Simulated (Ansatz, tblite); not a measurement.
Spin states of the cluster MgSe2⁻ (the lowest doublet isomer of a short search), each relaxed with PBE0-D4/def2-TZVPD in Ansatz. Electronic energies in the gas phase.

The xTB rows come from tblite. LC-ωPBE has ω = 0.4 bohr⁻¹. Correlated methods freeze 19 core orbitals; core or outer-core shells of Mg, Se are correlated, in sets that lack core-valence functions. The rows differ in basis, and correlated rows in double-zeta sets carry the largest basis error. In CCSD on the charge -1 doublet the largest single amplitude is 0.22, so its Hartree–Fock determinant may place the open shell otherwise than the density functionals do. HOMO above LUMO, or a gap near zero within one spin, warns that the state may not be the lowest or that an electron is smeared out. The structure comes from a short search, and lower isomers may exist.

Doublet geometry (D∞h within 0.1 Å):

```
atom    x (Å)    y (Å)    z (Å)
 Mg1  -0.0007  -0.0014   0.0026
 Se2   0.6327  -2.0568  -1.0179
 Se3  -0.6321   2.0581   1.0152
```

Quartet geometry (C2v within 0.1 Å):

Cartesian coordinates in Å:
```
Mg 0.601 0.068 -0.761
Se -1.736 1.136 -0.648
Se 1.135 -1.205 1.409
```

⟨S²⟩: doublet 0.77 at PBE0-D4/def2-TZVPD (pure 0.75), quartet 3.76 at PBE0-D4/def2-TZVPD (pure 3.75).

Run but left out: LDA (SPW92)/def2-TZVPD (doublet: an occupied level 0.09 eV above an empty one).

Only these spin states were relaxed.

```csv
level,quartet − doublet (kcal/mol),lowest of these,remarks
GFN1-xTB,59.2,doublet,–
GFN2-xTB,62.2,doublet,–
HF/def2-SVPD,16.4,doublet,–
HF/def2-TZVPD,15.9,doublet,–
PBE-D4/def2-TZVPD,47.1,doublet,"HOMO above zero (quartet), gap within one spin near zero (doublet)"
r2SCAN-D4/def2-TZVPD,47.0,doublet,HOMO above zero (quartet)
B97M-V/def2-TZVPD,48.4,doublet,HOMO above zero (quartet)
PBE0-D4/def2-TZVPD,42.9,doublet,–
r2SCAN0-D4/def2-TZVPD,40.5,doublet,–
LC-ωPBE/def2-TZVPD,33.2,doublet,–
B2PLYP/def2-TZVPD,44.5,doublet,–
RPA@PBE/def2-TZVPD,45.3,doublet,–
MP2/def2-SVPD,39.0,doublet,–
MP2/def2-TZVPD,40.0,doublet,–
CCSD/def2-SVPD,35.1,doublet,–
CCSD(T)/def2-SVPD,37.9,doublet,–
```

Change of the quartet − doublet gap on mixing in exact exchange, in kcal/mol: PBE to PBE0 (25 % exact exchange) -4.2; r2SCAN to r2SCAN0 (25 % exact exchange) -6.5.

The xTB methods have no term that favours high spin, so they put low spin too low.
